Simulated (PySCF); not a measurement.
# Electronic absorption of Ti(OH)Cl3

Species: Ti(OH)Cl3 (singlet state).
SMILES: `[OH][Ti]([Cl])([Cl])[Cl]`

Method: PySCF 2.14.0, density-fitted response routines, TDDFT CAM-B3LYP/def2-SVPD, vertical, gas phase, core orbitals frozen in the response. Geometry: PBE0-D3(BJ)/def2-SVP; no solvent, vibrations or thermal averaging.

| state | E (eV) | ν̃ (cm⁻¹) | f | main configurations (H = HOMO, L = LUMO) |
| --- | --- | --- | --- | --- |
| S1 | 4.60 | 37110 | 0.0027 | H→L/L+1 (≥61%), H-2/H-1→L/L+1 (≥32%) |
| S2 | 4.62 | 37240 | 0.0026 | H→L/L+1 (≥52%), H-2/H-1→L/L+1 (≥35%) |
| S3 | 4.63 | 37360 | 0.0002 | H-2/H-1→L/L+1 (≥90%) |
| S4 | 4.82 | 38840 | 0.0034 | H-2/H-1→L/L+1 (≥92%) |
| S5 | 4.86 | 39180 | 0.031 | H-2/H-1→L/L+1 (≥29%), H→L/L+1 (≥25%) |
| S6 | 4.86 | 39230 | 0.031 | H-2/H-1→L/L+1 (≥33%), H→L/L+1 (≥20%) |
| S7 | 5.36 | 43230 | 0.0000 | H→L+2 (38%), H→L+4 (20%), H-4→L/L+1 (≥14%) |
| S8 | 5.39 | 43510 | 0.0006 | H→L+2 (23%), H→L+4 (18%), H-3→L/L+1 (≥17%) |
| S9 | 5.40 | 43580 | 0.0009 | H→L+3 (36%), H-3→L/L+1 (≥25%), H-5→L/L+1 (≥9%) |
| S10 | 5.49 | 44270 | 0.0079 | H-3→L/L+1 (≥32%), H→L+2 (30%), H-4→L/L+1 (≥12%) |
| S11 | 5.49 | 44310 | 0.0067 | H→L+3 (42%), H-3→L/L+1 (≥18%), H-4→L/L+1 (≥11%) |
| S12 | 5.55 | 44780 | 0.0030 | H-2/H-1→L+2 (≥34%), H-3→L/L+1 (≥33%) |
| S13 | 5.56 | 44810 | 0.0009 | H-2/H-1→L+2 (≥31%), H-2/H-1→L+3 (≥15%), H-3→L/L+1 (≥14%) |
| S14 | 5.58 | 44990 | 0.0040 | H-2/H-1→L+2 (≥40%), H-4→L/L+1 (≥12%), H-3→L/L+1 (≥12%) |

Triplets, Tamm–Dancoff:

```
state  E (eV)  λ (nm)  main configurations (H = HOMO, L = LUMO)
   T1    4.29   288.9                            H→L/L+1 (≥86%)
   T2    4.30   288.2                            H→L/L+1 (≥85%)
   T3    4.49   276.0                      H-2/H-1→L/L+1 (≥92%)
   T4    4.57   271.0      H-2/H-1→L/L+1 (≥84%), H→L/L+1 (≥10%)
```

The lowest singlet comes at 269 nm (444 kJ/mol) in the ultraviolet; it is very weak; its leading configuration is HOMO→LUMO/LUMO+1 (≥61%). The most intense listed level is S5/S6 at 4.86 eV (255 nm, f = 0.062 summed), 0.26 eV above S1. S5/S6, S8/S9, S10/S11 and S12/S13 lie within about 0.01 eV of each other in each set. For S1 the Löwdin share of titanium is at most 1% in HOMO and 76% in LUMO (ligand-to-metal charge transfer by this measure). Of the 14 states listed, 2 reach f = 0.01 and 2 stay under 0.0005. The listed states span 0.98 eV, and the widest gap between neighbours is 0.50 eV (S6 to S7). The oscillator strengths of these states sum to 0.095; summed over the whole spectrum of an exact calculation they would give the number of electrons, 82 (Thomas–Reiche–Kuhn). Orbitals of the list HOMO-3 to LUMO+2 that lie within 0.01 eV of each other are written together with a slash and their weights summed (≥ marks a lower bound); for degenerate orbitals outside that list single weights are arbitrary. Singlets were solved by full linear response, triplets in the Tamm–Dancoff approximation. The highest level found (5.59 eV, f 0.0018 so far) is left out, since the window may have cut off a degenerate partner.
